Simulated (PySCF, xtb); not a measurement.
Ge(F)(SiH3) (FGeH3Si), SMILES [F][Ge][SiH3] (connectivity only; charge and spin as stated), neutral, multiplicity 1.

xtb 6.7.1 with GFN2-xTB at its own geometry gives an orbital gap of 1.72 eV and a dipole moment of 3.14 D.

Geometry optimised at r2SCAN-D4/def2-TZVP.

Task: What does PBE/def2-TZVPD in PySCF give? (The exact figures need the calculation; the answer reports its results.)

Result: gap 1.67 eV (levels -5.61 and -3.95 eV), dipole 1.68 D.
